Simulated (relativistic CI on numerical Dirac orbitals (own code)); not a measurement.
# Xe²⁵⁺: computed level list

These numbers are calculated, not measured: Dirac-Coulomb-Breit CI, KLI orbitals optimised for each configuration, a model potential for QED, unscaled Slater integrals (own radial code, finite nucleus).

CI space (outside the closed core [Ar]): 3d¹⁰4s, 3d¹⁰4p, 3d¹⁰4d, 3d¹⁰4f, 3d¹⁰5s, 3d¹⁰5p, 3d¹⁰5d, 3d¹⁰5f, 3d¹⁰5g, 3d¹⁰6s, 3d¹⁰6p, 3d¹⁰6d, 3d⁹4s², 3d¹⁰6f, 3d¹⁰7s, 3d⁹4s4p, 3d¹⁰8s, 3d⁹4s4d, 3d⁹4s4f, 3d⁹4s5s, 3d⁹4s5p, 3d⁹4s5d, 3d⁹4s5f. Double excitations out of closed p, d and f shells are left out; levels of such configurations are missing from the list, as are those of other unlisted configurations, and high levels can miss mixing partners.

The lowest level is 3d¹⁰4s ²S1/2, with 100 % of that term; Hund's rules for 3d¹⁰4s give ²S with J = 1/2, in agreement.

```csv
No.,Configuration,Term,J,E (10³ cm⁻¹),%,Next component (%),Landé g,jj configuration (%)
1,3d¹⁰4s,²S,1/2,0.0,100,,2.000,4s (100)
2,3d¹⁰4p,²P°,1/2,426.0,100,,0.663,4p1/2 (100)
3,3d¹⁰4p,²P°,3/2,572.9,100,,1.332,4p3/2 (100)
4,3d¹⁰4d,²D,3/2,1267.8,100,,0.798,4d3/2 (100)
5,3d¹⁰4d,²D,5/2,1296.8,100,,1.199,4d5/2 (100)
6,3d¹⁰4f,²F°,5/2,2033.6,100,,0.855,4f5/2 (100)
7,3d¹⁰4f,²F°,7/2,2037.6,100,,1.142,4f7/2 (100)
8,3d¹⁰5s,²S,1/2,2877.8,100,,2.001,5s (100)
9,3d¹⁰5p,²P°,1/2,3077.6,100,,0.664,5p1/2 (100)
10,3d¹⁰5p,²P°,3/2,3143.7,100,,1.333,5p3/2 (100)
11,3d¹⁰5d,²D,3/2,3463.6,100,,0.798,5d3/2 (100)
12,3d¹⁰5d,²D,5/2,3477.1,100,,1.199,5d5/2 (100)
13,3d¹⁰5f,²F°,5/2,3798.5,100,,0.856,5f5/2 (100)
14,3d¹⁰5f,²F°,7/2,3801.1,100,,1.142,5f7/2 (100)
15,3d¹⁰5g,²G,7/2,3925.9,100,,0.888,5g7/2 (100)
16,3d¹⁰5g,²G,9/2,3926.9,100,,1.111,5g9/2 (100)
17,3d¹⁰6s,²S,1/2,4261.1,100,,2.001,6s (100)
18,3d¹⁰6p,²P°,1/2,4370.0,100,,0.665,6p1/2 (100)
19,3d¹⁰6p,²P°,3/2,4405.6,100,,1.333,6p3/2 (100)
20,3d¹⁰6d,²D,3/2,4579.6,100,,0.799,6d3/2 (100)
21,3d¹⁰6d,²D,5/2,4587.2,100,,1.200,6d5/2 (100)
22,3d⁹4s²,²D,5/2,4697.6,100,,1.196,3d5/2^5 (100)
23,3d¹⁰6f,²F°,5/2,4759.6,100,,0.856,6f5/2 (100)
24,3d¹⁰6f,²F°,7/2,4761.3,100,,1.143,6f7/2 (100)
25,3d⁹4s²,²D,3/2,4805.5,100,,0.794,3d3/2^3 3d5/2^6 (100)
26,3d¹⁰7s,²S,1/2,5035.4,100,,2.002,7s (100)
27,3d⁹4s4p,⁴P°,5/2,5049.3,46,26 ⁴D°,1.368,3d5/2^5 4s 4p1/2 (98)
28,3d⁹4s4p,²F°,5/2,5075.4,46,24 ⁴P°,1.099,3d5/2^5 4s 4p1/2 (90)
29,3d⁹4s4p,⁴F°,7/2,5079.0,51,25 ²F°,1.256,3d5/2^5 4s 4p1/2 (91)
30,3d⁹4s4p,²D°,3/2,5086.8,26,25 ⁴D°,1.179,3d5/2^5 4s 4p1/2 (91)
```

Energies count from the lowest computed level; ° marks odd parity. Filled j subshells are mostly left out of the jj labels.

The mean weight of the leading LS term, summed over parents, in these 30 levels is 92 %, and that of the leading jj configuration (from the same eigenvectors) 99 %.

At this charge energies of transitions that change n are usually good to better than 1 %, and those within a shell (Δn = 0) to a few per cent.

LS names give the leading component of a level, which can be under half, so a name can repeat, a term be missing and a line seem to break the LS rules.
